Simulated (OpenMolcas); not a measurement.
A calculation on Se II.

* Program: OpenMolcas 26.06
* Method: SS-CASPT2, IPEA 0.25 Eh, imaginary shift 0.1 Eh (closed shells correlated: 3d 4s)
* Basis: ANO-RCC-VTZP [6s5p3d1f]
* Scalar Hamiltonian: DKH2, point nucleus
* Active space: 3 electrons in 3 orbitals (4p)
* State averaging: 2S+1 = 4 odd, 1 root; 2S+1 = 2 odd, 8 roots
* Spin-orbit coupling: RASSI with atomic mean-field integrals over the reference wave functions, term energies averaged over their components

Which level of the active space comes out lowest?

4s² 4p³ ⁴S°_3/2, with 99 % of that term; it is also the measured ground level.

How high does 4s² 4p³ ²P°_3/2 lie?

25540 cm⁻¹ above the lowest level; measured 23895 cm⁻¹ above the ground level, so the calculation is off by +7 %.

How high does 4s² 4p³ ²D°_3/2 lie?

14300 cm⁻¹ above the lowest level; measured 13168 cm⁻¹ above the ground level, so the calculation is off by +9 %.

How high does 4s² 4p³ ²P°_1/2 lie?

24930 cm⁻¹ above the lowest level; measured 23038 cm⁻¹ above the ground level, so the calculation is off by +8 %.

Measured values: NIST Handbook of Basic Atomic Spectroscopic Data.

CASPT2 does not keep the components of a term degenerate, so their means are used; among the terms shown or strongly mixed into the levels shown the widest spread is 220 cm-1 (4s² 4p³ ²D°). With the s shell closed, the reference lacks s² → p² mixing. Computed and measured levels are paired by configuration, term and J; levels that our copy of the source lacks, or whose pairing is in doubt (as where it misses far off the trend of its configuration), stay unpaired and out of the deviations. Only configurations of the active space appear.

° marks odd parity.
